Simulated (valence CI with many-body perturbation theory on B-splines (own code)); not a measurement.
# Bi⁶⁷⁺: electric-dipole lines

Method: configuration interaction combined with many-body perturbation theory (CI+MBPT): six valence electrons over a frozen Dirac-Fock core [Ne], radial functions for each j: 9 s, 9 p, 8 d, 6 f, 3 g, 1 h, with the one-electron correlation potential Σ1 (screened to all orders), the two-electron term Σ2, the three-electron term Σ3, Breit, model QED; selected single and double excitations, second order for the rest, scaled by the run's own slope (own B-spline code, finite nucleus).

The last digits are not significant, and no measured levels were compared; by estimate large intervals hold to a few tenths of a per cent, small ones and those within an open d or f shell to about a per cent. Among the levels kept, up to 1200 cm⁻¹ of a level comes from second order outside the variational space, and about a tenth of that is noise between levels of different J, which matters for small intervals.

Lines 101 to 140 of 140 in falling wavelength, among levels below 1061.9 eV, chosen from the strongest by gf and those to the six lowest levels. Wavelengths and rates use the calculated energies. Electric multipoles are in the length gauge with retardation, E1 and E2 with the static RPA response of the core. Weak lines are less certain than strong ones. Lines between different terms over intervals too small for the method are left out, as are lines whose strength nearly cancels. The highest levels of a list are the least certain.

Levels are named by their leading jj configuration (3d3/2^4 stands for four electrons in 3d with j = 3/2), which in mixed levels can hold well under half, so a name can repeat and another be missing. Letters in brackets count levels of one name in rising energy.

```tsv
λ vac (Å)	Upper	Lower	A (s⁻¹)	S (a.u.) with core polarisation	S without
28.18	(3s^2 3p1/2^2 3d3/2 3d5/2) J=1	(3s^2 3p1/2^2 3p3/2 3d3/2) J=0	2.66e+11	8.81e-03	8.91e-03
28.17	(3s^2 3p1/2^2 3d3/2 3d5/2) J=1	(3s^2 3p1/2^2 3p3/2 3d3/2) J=1	2.49e+11	8.23e-03	8.32e-03
28.10	(3s^2 3p1/2 3p3/2^2 3d5/2) J=1 [b]	(3s^2 3p1/2 3p3/2^3) J=2	2.91e+11	9.56e-03	9.67e-03
27.93	(3s^2 3p1/2^2 3p3/2 3d5/2) J=3	(3s^2 3p1/2^2 3p3/2^2) J=2	9.15e+11	6.89e-02	6.97e-02
27.91	(3s^2 3p1/2^2 3d3/2 3d5/2) J=2	(3s^2 3p1/2^2 3p3/2 3d3/2) J=2	1.94e+11	1.04e-02	1.05e-02
27.84	(3s^2 3p1/2^2 3d5/2^2) J=0	(3s^2 3p1/2^2 3p3/2 3d5/2) J=1	1.19e+12	1.27e-02	1.29e-02
27.71	(3s^2 3p1/2^2 3d5/2^2) J=4	(3s^2 3p1/2^2 3p3/2 3d5/2) J=4	2.54e+11	2.40e-02	2.42e-02
27.63	(3s^2 3p1/2 3p3/2^2 3d5/2) J=2 [b]	(3s^2 3p1/2 3p3/2^3) J=1	7.23e+11	3.76e-02	3.81e-02
27.59	(3s^2 3p1/2^2 3d5/2^2) J=2	(3s^2 3p1/2^2 3p3/2 3d5/2) J=2	6.84e+11	3.54e-02	3.58e-02
27.52	(3s^2 3p1/2^2 3d3/2 3d5/2) J=1	(3s^2 3p1/2^2 3p3/2 3d3/2) J=2	3.68e+10	1.13e-03	1.15e-03
27.43	(3s^2 3p1/2 3p3/2^2 3d5/2) J=1 [b]	(3s^2 3p1/2 3p3/2^3) J=1	7.69e+11	2.35e-02	2.38e-02
27.10	(3s^2 3p1/2^2 3p3/2 3d5/2) J=1	(3s^2 3p1/2^2 3p3/2^2) J=2	7.85e+10	2.31e-03	2.34e-03
26.43	(3s^2 3p1/2 3p3/2^2 3d5/2) J=1 [a]	(3s^2 3p1/2^2 3d3/2^2) J=2	8.20e+07	2.24e-06	2.27e-06
21.44	(3s^2 3p1/2^2 3d5/2^2) J=4	(3s^2 3p1/2^2 3p3/2 3d3/2) J=3	2.23e+09	9.75e-05	9.85e-05
21.04	(3s^2 3p1/2^2 3d5/2^2) J=2	(3s^2 3p1/2^2 3p3/2 3d3/2) J=3	1.16e+09	2.66e-05	2.69e-05
21.03	(3s^2 3p1/2^2 3d5/2^2) J=2	(3s^2 3p1/2^2 3p3/2 3d3/2) J=1	2.76e+09	6.33e-05	6.40e-05
20.67	(3s^2 3p1/2^2 3d5/2^2) J=2	(3s^2 3p1/2^2 3p3/2 3d3/2) J=2	1.31e+09	2.86e-05	2.89e-05
20.00	(3s^2 3p1/2^2 3d5/2^2) J=0	(3s^2 3p1/2^2 3p3/2 3d3/2) J=1	3.38e+08	1.34e-06	1.35e-06
14.96	(3s 3p1/2^2 3p3/2^3) J=1	(3s^2 3p1/2^2 3p3/2^2) J=0	6.64e+11	3.29e-03	3.33e-03
14.93	(3s 3p1/2^2 3p3/2^3) J=2	(3s^2 3p1/2^2 3p3/2^2) J=2	2.14e+12	1.76e-02	1.78e-02
14.56	(3s^2 3p1/2 3p3/2^2 3d3/2) J=1 [a]	(3s^2 3p1/2^2 3p3/2^2) J=0	4.14e+11	1.89e-03	1.92e-03
14.55	(3s 3p1/2^2 3p3/2^3) J=1	(3s^2 3p1/2^2 3p3/2^2) J=2	1.36e+12	6.18e-03	6.26e-03
14.25	(3s^2 3p1/2 3p3/2^2 3d3/2) J=2 [a]	(3s^2 3p1/2^2 3p3/2^2) J=2	4.25e+09	3.03e-05	3.08e-05
14.18	(3s^2 3p1/2 3p3/2^2 3d3/2) J=1 [a]	(3s^2 3p1/2^2 3p3/2^2) J=2	6.73e+11	2.84e-03	2.88e-03
14.10	(3s^2 3p1/2 3p3/2^2 3d3/2) J=3 [a]	(3s^2 3p1/2^2 3p3/2^2) J=2	1.19e+11	1.16e-03	1.17e-03
13.72	(3s^2 3p1/2 3p3/2^2 3d3/2) J=2 [b]	(3s^2 3p1/2^2 3p3/2^2) J=2	5.64e+11	3.59e-03	3.64e-03
13.57	(3s^2 3p1/2 3p3/2^2 3d3/2) J=1 [b]	(3s^2 3p1/2^2 3p3/2^2) J=0	1.49e+11	5.52e-04	5.59e-04
13.48	(3s^2 3p1/2 3p3/2^2 3d3/2) J=3 [b]	(3s^2 3p1/2^2 3p3/2^2) J=2	6.99e+12	5.91e-02	5.99e-02
13.35	(3s^2 3p1/2 3p3/2^2 3d3/2) J=1 [c]	(3s^2 3p1/2^2 3p3/2^2) J=0	1.00e+13	3.54e-02	3.58e-02
13.34	(3s^2 3p1/2 3p3/2^2 3d3/2) J=2 [c]	(3s^2 3p1/2^2 3p3/2^2) J=2	1.05e+13	6.15e-02	6.23e-02
13.23	(3s^2 3p1/2 3p3/2^2 3d3/2) J=1 [b]	(3s^2 3p1/2^2 3p3/2^2) J=2	1.12e+13	3.84e-02	3.89e-02
13.03	(3s^2 3p1/2 3p3/2^2 3d3/2) J=1 [c]	(3s^2 3p1/2^2 3p3/2^2) J=2	4.07e+12	1.33e-02	1.35e-02
12.36	(3s^2 3p1/2 3p3/2^2 3d5/2) J=1 [a]	(3s^2 3p1/2^2 3p3/2^2) J=0	2.25e+10	6.29e-05	6.37e-05
12.32	(3s^2 3p1/2 3p3/2^2 3d5/2) J=3 [a]	(3s^2 3p1/2^2 3p3/2^2) J=2	7.80e+09	5.03e-05	5.10e-05
12.08	(3s^2 3p1/2 3p3/2^2 3d5/2) J=1 [a]	(3s^2 3p1/2^2 3p3/2^2) J=2	6.56e+05	1.71e-09	1.86e-09
11.95	(3s^2 3p1/2 3p3/2^2 3d5/2) J=1 [b]	(3s^2 3p1/2^2 3p3/2^2) J=0	2.52e+09	6.36e-06	6.43e-06
11.85	(3s^2 3p1/2 3p3/2^2 3d5/2) J=2 [a]	(3s^2 3p1/2^2 3p3/2^2) J=2	4.69e+08	1.93e-06	1.96e-06
11.76	(3s^2 3p1/2 3p3/2^2 3d5/2) J=3 [b]	(3s^2 3p1/2^2 3p3/2^2) J=2	3.03e+07	1.70e-07	1.71e-07
11.72	(3s^2 3p1/2 3p3/2^2 3d5/2) J=2 [b]	(3s^2 3p1/2^2 3p3/2^2) J=2	1.01e+10	4.02e-05	4.07e-05
11.69	(3s^2 3p1/2 3p3/2^2 3d5/2) J=1 [b]	(3s^2 3p1/2^2 3p3/2^2) J=2	2.19e+11	5.17e-04	5.24e-04
```
